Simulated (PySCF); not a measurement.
Constitutional and geometric isomers with formula C3H5N. Gas-phase values, no solvent. One relaxed conformer stands for each flexible species; it need not be the lowest. Strings in code marks are SMILES.

These are B3LYP-D3(BJ)/def2-TZVP run with PySCF values and carry that method's errors. All candidates: neutral, multiplicity 1. B3LYP has the VWN-RPA correlation part, as in Gaussian. Excitations are Tamm–Dancoff values on a coarser integration grid. The basis has no diffuse functions, so Rydberg states are missing or too high.

```json
{
 "HOMO–LUMO gap": "5.99 eV",
 "S1 excitation (TDA)": "4.48 eV",
 "HOMO": "-6.30 eV"
}
```

Name which member has these values.
(A) `NC1C=C1`
(B) `C=CN=C` (C–C–N–C torsion 180°)
(C) `C1=CNC1`
(D) `CC=C=N`

D, `CC=C=N`. The others give `C=CN=C` (C–C–N–C torsion 180°): 5.66 eV, 4.44 eV, -7.13 eV; `C1=CNC1`: 6.38 eV, 5.83 eV, -6.00 eV; `NC1C=C1`: 5.99 eV, 4.84 eV, -6.18 eV
